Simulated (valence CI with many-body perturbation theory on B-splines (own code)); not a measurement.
## Er⁶³⁺: electric-dipole lines

Calculated by valence CI with perturbative core correlation (CI+MBPT): three valence electrons over a frozen Dirac-Fock core [He], radial functions for each j: 11 s, 11 p, 9 d, 7 f, 5 g, 2 h, 1 i, with the one-electron correlation potential Σ1, the two-electron term Σ2, the three-electron term Σ3, Breit, model QED; selected CI, second order for the rest (own B-spline code, finite nucleus).

No measured spectrum was set against this ion. As an estimate, large intervals hold to a few tenths of a per cent, small ones and those within an open d or f shell to about a per cent.

Lines 51 to 100 of 276 in falling wavelength, among levels below 86101 × 10³ cm⁻¹, chosen from the strongest by gf and those to the six lowest levels. Wavelengths and rates use the calculated energies. Electric multipoles are in the length gauge, E1 and E2 with the static RPA response of the core. Weak lines are less certain than strong ones. Lines between different terms over intervals too small for the method are left out, as are lines whose strength nearly cancels. The highest levels of a list are the least certain.

Levels are named by their leading jj configuration (3d3/2^4 stands for four electrons in 3d with j = 3/2), which in mixed levels can hold well under half, so a name can repeat and another be missing. Letters in brackets count levels of one name in rising energy.

| λ vac (Å) | Upper | Lower | A (s⁻¹) | S (a.u.) with core polarisation | S without |
| --- | --- | --- | --- | --- | --- |
| 33.04 | (2p1/2 2p3/2 3p3/2) J=5/2 [b] | (2p1/2 2p3/2 3s) J=3/2 [b] | 2.85e+11 | 3.04e-02 | 3.04e-02 |
| 32.90 | (2s 2p1/2 3p3/2) J=5/2 | (2s 2p1/2 3s) J=3/2 | 5.93e+11 | 6.26e-02 | 6.26e-02 |
| 32.71 | (2s 2p3/2 3p3/2) J=3/2 [b] | (2s 2p3/2 3s) J=1/2 | 3.91e+11 | 2.70e-02 | 2.70e-02 |
| 32.68 | (2s 2p1/2 3p3/2) J=3/2 [b] | (2s 2p1/2 3s) J=3/2 | 3.16e+11 | 2.17e-02 | 2.18e-02 |
| 32.40 | (2s 2p3/2 3p3/2) J=1/2 [b] | (2s 2p3/2 3s) J=1/2 | 5.52e+11 | 1.85e-02 | 1.85e-02 |
| 32.32 | (2p1/2 2p3/2 3p3/2) J=5/2 [b] | (2p1/2 2p3/2 3s) J=5/2 | 3.07e+11 | 3.07e-02 | 3.07e-02 |
| 31.75 | (2s 2p3/2 3p3/2) J=5/2 [a] | (2s 2p3/2 3s) J=5/2 | 4.07e+11 | 3.86e-02 | 3.86e-02 |
| 31.40 | (2p1/2 2p3/2 3p3/2) J=1/2 [b] | (2p1/2 2p3/2 3s) J=3/2 [b] | 6.20e+11 | 1.90e-02 | 1.90e-02 |
| 16.27 | (2s^2 2p3/2) J=3/2 | (2s 2p1/2^2) J=1/2 | 1.30e+10 | 1.11e-04 | 1.11e-04 |
| 10.67 | (2s 2p1/2 2p3/2) J=3/2 [a] | (2s^2 2p1/2) J=1/2 | 3.94e+10 | 9.46e-05 | 9.48e-05 |
| 10.51 | (2s 2p3/2^2) J=5/2 | (2s^2 2p3/2) J=3/2 | 1.15e+12 | 3.96e-03 | 3.96e-03 |
| 10.33 | (2p1/2 2p3/2^2) J=3/2 | (2s 2p1/2 2p3/2) J=1/2 | 2.95e+12 | 6.42e-03 | 6.43e-03 |
| 10.16 | (2p1/2 2p3/2^2) J=5/2 | (2s 2p1/2 2p3/2) J=3/2 [b] | 3.58e+12 | 1.11e-02 | 1.11e-02 |
| 10.16 | (2p1/2 2p3/2 3d3/2) J=5/2 [a] | (2s 2p1/2 3d3/2) J=5/2 | 1.87e+12 | 5.81e-03 | 5.82e-03 |
| 10.12 | (2p1/2 2p3/2 3d5/2) J=9/2 | (2s 2p1/2 3d5/2) J=7/2 | 3.05e+12 | 1.56e-02 | 1.56e-02 |
| 10.12 | (2p1/2 2p3/2 3s) J=3/2 [b] | (2s 2p1/2 3s) J=1/2 [b] | 2.85e+12 | 5.83e-03 | 5.84e-03 |
| 10.12 | (2p1/2 2p3/2 3p3/2) J=7/2 | (2s 2p1/2 3p3/2) J=5/2 | 3.45e+12 | 1.41e-02 | 1.41e-02 |
| 10.11 | (2p3/2^3) J=3/2 | (2s 2p3/2^2) J=3/2 | 7.77e+12 | 1.58e-02 | 1.59e-02 |
| 10.07 | (2s 2p3/2 3d3/2) J=3/2 [b] | (2s^2 3d3/2) J=3/2 | 3.42e+12 | 6.89e-03 | 6.91e-03 |
| 10.06 | (2s 2p3/2 3d5/2) J=7/2 [b] | (2s^2 3d5/2) J=5/2 | 4.38e+12 | 1.76e-02 | 1.77e-02 |
| 10.05 | (2p1/2 2p3/2 3d5/2) J=7/2 [a] | (2s 2p1/2 3d5/2) J=5/2 [a] | 2.73e+12 | 1.09e-02 | 1.09e-02 |
| 10.04 | (2p1/2 2p3/2 3d3/2) J=5/2 [b] | (2s 2p1/2 3d3/2) J=3/2 [b] | 3.06e+12 | 9.19e-03 | 9.20e-03 |
| 10.04 | (2s 2p3/2 3p3/2) J=5/2 [b] | (2s^2 3p3/2) J=3/2 | 4.85e+12 | 1.45e-02 | 1.46e-02 |
| 10.03 | (2p1/2 2p3/2 3d3/2) J=7/2 | (2s 2p1/2 3d3/2) J=5/2 | 3.06e+12 | 1.22e-02 | 1.22e-02 |
| 10.02 | (2p1/2 2p3/2 3p1/2) J=5/2 | (2s 2p1/2 3p1/2) J=3/2 | 3.47e+12 | 1.04e-02 | 1.04e-02 |
| 10.02 | (2p1/2 2p3/2 3p3/2) J=5/2 [a] | (2s 2p1/2 3p3/2) J=3/2 [a] | 2.38e+12 | 7.10e-03 | 7.11e-03 |
| 10.01 | (2p1/2 2p3/2 3p1/2) J=3/2 [b] | (2s 2p1/2 3p1/2) J=1/2 [b] | 3.57e+12 | 7.07e-03 | 7.08e-03 |
| 10.01 | (2p1/2 2p3/2 3d5/2) J=7/2 [b] | (2s 2p1/2 3d5/2) J=5/2 [b] | 1.67e+12 | 6.61e-03 | 6.62e-03 |
| 9.967 | (2p1/2 2p3/2 3s) J=5/2 | (2s 2p1/2 3s) J=3/2 | 3.41e+12 | 1.00e-02 | 1.00e-02 |
| 9.957 | (2s 2p3/2 3d3/2) J=5/2 [b] | (2s^2 3d3/2) J=3/2 | 2.97e+12 | 8.69e-03 | 8.71e-03 |
| 9.956 | (2s 2p3/2 3p1/2) J=1/2 | (2s^2 3p1/2) J=1/2 | 5.32e+12 | 5.18e-03 | 5.19e-03 |
| 9.953 | (2s 2p3/2 3s) J=1/2 | (2s^2 3s) J=1/2 | 5.28e+12 | 5.14e-03 | 5.15e-03 |
| 9.944 | (2s 2p3/2 3p1/2) J=3/2 [b] | (2s^2 3p1/2) J=1/2 | 5.01e+12 | 9.73e-03 | 9.75e-03 |
| 9.936 | (2s 2p3/2 3d5/2) J=5/2 [b] | (2s^2 3d5/2) J=5/2 | 4.60e+12 | 1.34e-02 | 1.34e-02 |
| 9.933 | (2p1/2 2p3/2 3p3/2) J=5/2 [b] | (2s 2p1/2 3p3/2) J=3/2 [b] | 1.77e+12 | 5.14e-03 | 5.15e-03 |
| 9.933 | (2p1/2 2p3/2 3d3/2) J=3/2 [a] | (2s 2p1/2 3d3/2) J=3/2 [a] | 2.98e+12 | 5.77e-03 | 5.78e-03 |
| 9.923 | (2p1/2 2p3/2 3d3/2) J=5/2 [a] | (2s 2p1/2 3d3/2) J=3/2 [a] | 1.67e+12 | 4.82e-03 | 4.83e-03 |
| 9.917 | (2p1/2 2p3/2 3d5/2) J=7/2 [b] | (2s 2p1/2 3d5/2) J=7/2 | 1.81e+12 | 6.98e-03 | 6.99e-03 |
| 9.914 | (2s 2p3/2 3d3/2) J=1/2 [b] | (2s^2 3d3/2) J=3/2 | 5.00e+12 | 4.81e-03 | 4.82e-03 |
| 9.910 | (2s 2p3/2 3p3/2) J=3/2 [b] | (2s^2 3p3/2) J=3/2 | 4.99e+12 | 9.59e-03 | 9.60e-03 |
| 9.908 | (2s 2p3/2 3s) J=3/2 [b] | (2s^2 3s) J=1/2 | 4.96e+12 | 9.52e-03 | 9.54e-03 |
| 9.907 | (2s 2p3/2 3d5/2) J=3/2 [b] | (2s^2 3d5/2) J=5/2 | 5.19e+12 | 9.97e-03 | 9.99e-03 |
| 9.898 | (2p1/2 2p3/2 3s) J=3/2 [a] | (2s 2p1/2 3s) J=1/2 [a] | 2.95e+12 | 5.64e-03 | 5.65e-03 |
| 9.882 | (2s 2p3/2 3p3/2) J=1/2 [b] | (2s^2 3p3/2) J=3/2 | 4.90e+12 | 4.67e-03 | 4.68e-03 |
| 9.802 | (2s 2p1/2 2p3/2) J=1/2 | (2s^2 2p1/2) J=1/2 | 5.77e+12 | 5.36e-03 | 5.37e-03 |
| 9.801 | (2p1/2 2p3/2^2) J=3/2 | (2s 2p1/2 2p3/2) J=5/2 | 4.55e+11 | 8.45e-04 | 8.47e-04 |
| 9.787 | (2s 2p1/2 2p3/2) J=3/2 [b] | (2s^2 2p1/2) J=1/2 | 5.14e+12 | 9.51e-03 | 9.52e-03 |
| 9.747 | (2p1/2 2p3/2^2) J=1/2 | (2s 2p1/2 2p3/2) J=3/2 [b] | 5.93e+12 | 5.42e-03 | 5.43e-03 |
| 9.732 | (2p1/2 2p3/2^2) J=1/2 | (2s 2p1/2 2p3/2) J=1/2 | 2.71e+12 | 2.47e-03 | 2.47e-03 |
| 9.708 | (2p1/2^2 2p3/2) J=3/2 | (2s 2p1/2^2) J=1/2 | 3.82e+12 | 6.90e-03 | 6.91e-03 |
